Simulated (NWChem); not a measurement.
Program: NWChem. System: C₂H₇FOSi, charge 0, spin multiplicity 1, at a geometry optimised with PBE0/def2-SVP. The structure started from a generated list of species. Level: RHF/def2-SVP.

The NWChem input:

```
start mol
memory heap 200 mb stack 800 mb global 1000 mb
geometry units angstroms nocenter noautoz noautosym
  C      1.812969     1.045216     0.155030
  O      1.230344    -0.154894    -0.273540
  Si    -0.361120    -0.574598    -0.165202
  C     -1.493301     0.664289    -0.962461
  F     -0.778524    -0.660010     1.407088
  H      1.699974     1.190223     1.243573
  H      1.380945     1.924673    -0.356771
  H      2.888719     1.017411    -0.074843
  H     -0.458289    -1.935909    -0.740681
  H     -2.540671     0.333513    -0.884569
  H     -1.251815     0.787808    -2.029572
  H     -1.417228     1.648877    -0.475192
end
basis spherical
  * library def2-svp
end
scf
  rhf
  nopen 0
  maxiter 100
  thresh 1e-7
  semidirect memsize 60000000 filesize 0
end
task scf energy
```

Output (cleaned and shortened):

```
             Northwest Computational Chemistry Package (NWChem) 7.3.0
             --------------------------------------------------------

                                NWChem Input Module
                                -------------------

 Scaling coordinates for geometry "geometry" by  1.889725989
 (inverse scale =  0.529177249)

                             Geometry "geometry" -> ""
                             -------------------------

 Output coordinates in angstroms (scale by  1.889725989 to convert to a.u.)

  No.       Tag          Charge          X              Y              Z
 ---- ---------------- ---------- -------------- -------------- --------------
    1 C                    6.0000     1.81296900     1.04521600     0.15503000
    2 O                    8.0000     1.23034400    -0.15489400    -0.27354000
    3 Si                  14.0000    -0.36112000    -0.57459800    -0.16520200
    4 C                    6.0000    -1.49330100     0.66428900    -0.96246100
    5 F                    9.0000    -0.77852400    -0.66001000     1.40708800
    6 H                    1.0000     1.69997400     1.19022300     1.24357300
    7 H                    1.0000     1.38094500     1.92467300    -0.35677100
    8 H                    1.0000     2.88871900     1.01741100    -0.07484300
    9 H                    1.0000    -0.45828900    -1.93590900    -0.74068100
   10 H                    1.0000    -2.54067100     0.33351300    -0.88456900
   11 H                    1.0000    -1.25181500     0.78780800    -2.02957200
   12 H                    1.0000    -1.41722800     1.64887700    -0.47519200

 Effective nuclear repulsion energy (a.u.)     252.9962629915

            Nuclear Dipole moment (a.u.)
            ----------------------------
        X                 Y               Z
 ---------------- ---------------- ----------------
    -0.0000018897     0.0000226767     0.0000056692


 Summary of "ao basis" -> "" (spherical)
 ------------------------------------------------------------------------------
       Tag                 Description            Shells   Functions and Types
 ---------------- ------------------------------  ------  ---------------------
 *                          def2-svp                  on all atoms

 Summary of "ao basis" -> "ao basis" (spherical)
 ------------------------------------------------------------------------------
       Tag                 Description            Shells   Functions and Types
 ---------------- ------------------------------  ------  ---------------------
 C                          def2-svp                 6       14   3s2p1d
 O                          def2-svp                 6       14   3s2p1d
 Si                         def2-svp                 8       18   4s3p1d
 F                          def2-svp                 6       14   3s2p1d
 H                          def2-svp                 3        5   2s1p

                                 NWChem SCF Module
                                 -----------------

  ao basis        = "ao basis"
  functions       =   109
  atoms           =    12
  closed shells   =    25
  open shells     =     0
  charge          =   0.00
  wavefunction    = RHF
  use symmetry    = F
  symmetry adapt  = F

 Summary of "ao basis" -> "ao basis" (spherical)
 ------------------------------------------------------------------------------
       Tag                 Description            Shells   Functions and Types
 ---------------- ------------------------------  ------  ---------------------
 C                          def2-svp                 6       14   3s2p1d
 O                          def2-svp                 6       14   3s2p1d
 Si                         def2-svp                 8       18   4s3p1d
 F                          def2-svp                 6       14   3s2p1d
 H                          def2-svp                 3        5   2s1p

 Forming initial guess at       0.1s

      Superposition of Atomic Density Guess
      -------------------------------------

 Sum of atomic energies:        -541.46678368

      Non-variational initial energy
      ------------------------------

 Total energy =    -543.642985
 1-e energy   =   -1249.776407
 2-e energy   =     453.137158
 HOMO         =      -0.370252
 LUMO         =       0.084292

 Starting SCF solution at       3.1s

 ----------------------------------------------
         Quadratically convergent ROHF

 Convergence threshold     :          1.000E-07
 Maximum no. of iterations :          100
 Final Fock-matrix accuracy:          1.000E-09
 ----------------------------------------------

              iter       energy          gnorm     gmax       time
             ----- ------------------- --------- --------- --------
                 1     -542.7863031262  1.15D+00  1.55D-01      3.4
                 2     -542.8578534738  3.51D-01  4.98D-02      4.0
                 3     -542.8677059690  1.55D-02  2.72D-03      4.9
                 4     -542.8677322002  9.51D-05  1.60D-05      6.2
                 5     -542.8677322011  3.18D-09  4.40D-10      8.8

       Final RHF  results
       ------------------

         Total SCF energy =   -542.867732201138
      One-electron energy =  -1253.643827384158
      Two-electron energy =    457.779832191527
 Nuclear repulsion energy =    252.996262991493

        Time for solution =      5.7s

             Final eigenvalues
             -----------------

              1
    1  -68.8174
    2  -26.2631
    3  -20.5515
    4  -11.2954
    5  -11.2268
    6   -6.1777
    7   -4.2901
    8   -4.2889
    9   -4.2878
   10   -1.5403
   11   -1.3441
   12   -0.9528
   13   -0.9245
   14   -0.7450
   15   -0.6785
   16   -0.6611
   17   -0.6546
   18   -0.6293
   19   -0.6206
   20   -0.5742
   21   -0.5630
   22   -0.5444
   23   -0.4944
   24   -0.4706
   25   -0.4460
   26    0.1611
   27    0.1979
   28    0.2090
   29    0.2213
   30    0.2459
   31    0.2511
   32    0.2639
   33    0.2726
   34    0.2791
   35    0.3303

                       ROHF Final Molecular Orbital Analysis
                       -------------------------------------

 Vector   23  Occ=2.000000D+00  E=-4.944462D-01
              MO Center=  8.0D-01, -2.5D-02, -2.7D-01, r^2= 4.0D+00
   Bfn.  Coefficient  Atom+Function         Bfn.  Coefficient  Atom+Function
  ----- ------------  ---------------      ----- ------------  ---------------
    18      0.291762   2 O  px               85     -0.237544   8 H  s
    90      0.230163   9 H  s                 4     -0.225367   1 C  px
    21      0.222673   2 O  px               37     -0.196023   3 Si py
    80      0.171364   7 H  s                19     -0.154399   2 O  py

 Vector   24  Occ=2.000000D+00  E=-4.705628D-01
              MO Center=  1.1D+00,  2.6D-01, -8.7D-03, r^2= 2.6D+00
   Bfn.  Coefficient  Atom+Function         Bfn.  Coefficient  Atom+Function
  ----- ------------  ---------------      ----- ------------  ---------------
    20      0.443384   2 O  pz               23      0.371333   2 O  pz
    75     -0.266413   6 H  s                 6     -0.243106   1 C  pz

 Vector   25  Occ=2.000000D+00  E=-4.460307D-01
              MO Center= -1.5D-02,  5.5D-02, -4.7D-01, r^2= 3.7D+00
   Bfn.  Coefficient  Atom+Function         Bfn.  Coefficient  Atom+Function
  ----- ------------  ---------------      ----- ------------  ---------------
    19      0.244380   2 O  py               51      0.214608   4 C  py
    22      0.205989   2 O  py               18     -0.200572   2 O  px
    50     -0.199844   4 C  px               90      0.191786   9 H  s
    20     -0.179027   2 O  pz               80     -0.170823   7 H  s
    21     -0.166156   2 O  px               37     -0.164359   3 Si py

 Vector   26  Occ=0.000000D+00  E= 1.611336D-01
              MO Center= -3.8D-01,  1.2D+00, -5.6D-01, r^2= 7.4D+00
   Bfn.  Coefficient  Atom+Function         Bfn.  Coefficient  Atom+Function
  ----- ------------  ---------------      ----- ------------  ---------------
    49      2.354792   4 C  s                 3      1.555833   1 C  s
   106     -0.947151  12 H  s                81     -0.898735   7 H  s
    32     -0.845941   3 Si s                96     -0.809432  10 H  s
   101     -0.804595  11 H  s                76     -0.603027   6 H  s
    86     -0.585303   8 H  s                 8      0.333454   1 C  py

 Vector   27  Occ=0.000000D+00  E= 1.978763D-01
              MO Center=  5.8D-01,  2.7D-01,  9.7D-02, r^2= 7.5D+00
   Bfn.  Coefficient  Atom+Function         Bfn.  Coefficient  Atom+Function
  ----- ------------  ---------------      ----- ------------  ---------------
     3      1.602893   1 C  s                49     -1.447873   4 C  s
    76     -1.104138   6 H  s                41     -0.918963   3 Si pz
    86     -0.892077   8 H  s               106      0.563381  12 H  s
    96      0.415134  10 H  s               101      0.397690  11 H  s
     9      0.367345   1 C  pz               63      0.347206   5 F  s

 Vector   28  Occ=0.000000D+00  E= 2.089918D-01
              MO Center= -3.9D-01, -2.4D-01, -3.8D-01, r^2= 6.4D+00
   Bfn.  Coefficient  Atom+Function         Bfn.  Coefficient  Atom+Function
  ----- ------------  ---------------      ----- ------------  ---------------
     3      1.289888   1 C  s                49     -1.051638   4 C  s
    39     -1.013304   3 Si px               81     -0.729943   7 H  s
    86     -0.640165   8 H  s                41      0.524688   3 Si pz
   101      0.518374  11 H  s                17      0.484970   2 O  s
    96      0.436558  10 H  s                63     -0.389605   5 F  s

 center of mass
 --------------
 x =  -0.02159516 y =  -0.11199914 z =   0.09450412

 moments of inertia (a.u.)
 ------------------
         384.203265084072         -98.782245544263         -12.177628679719
         -98.782245544263         668.815857138659          72.455827043012
         -12.177628679719          72.455827043012         637.651465748911

  Mulliken analysis of the total density
  --------------------------------------

    Atom       Charge   Shell Charges
 -----------   ------   -------------------------------------------------------
    1 C    6     5.76   1.99  0.85  0.17  1.95  0.72  0.07
    2 O    8     8.71   1.99  1.04  0.76  2.89  2.03  0.01
    3 Si  14    12.74   2.00  1.99  0.86 -0.01  5.94  1.08  0.44  0.44
    4 C    6     6.44   1.99  0.84  0.35  2.06  1.17  0.02
    5 F    9     9.49   1.99  1.11  0.83  3.34  2.21  0.00
    6 H    1     0.97   0.76  0.18  0.02
    7 H    1     0.98   0.77  0.19  0.02
    8 H    1     0.96   0.76  0.17  0.02
    9 H    1     1.17   0.76  0.40  0.01
   10 H    1     0.93   0.73  0.17  0.03
   11 H    1     0.93   0.73  0.17  0.03
   12 H    1     0.93   0.73  0.17  0.03

       Multipole analysis of the density wrt the origin
       ------------------------------------------------

     L   x y z        total         open         nuclear
     -   - - -        -----         ----         -------
     0   0 0 0     -0.000000      0.000000     50.000000

     1   1 0 0     -0.037038      0.000000     -0.000002
     1   0 1 0      0.714543      0.000000      0.000023
     1   0 0 1     -0.498146      0.000000      0.000006

     2   2 0 0    -27.223529      0.000000    270.949625
     2   1 1 0      1.693467      0.000000     56.279018
     2   1 0 1      2.186574      0.000000     20.711161
     2   0 2 0    -27.506582      0.000000    111.745058
     2   0 1 1      0.811909      0.000000    -35.997952
     2   0 0 2    -29.917765      0.000000    113.764613

 Task  times  cpu:        8.9s     wall:        8.9s

 Total times  cpu:        8.9s     wall:        8.9s
```
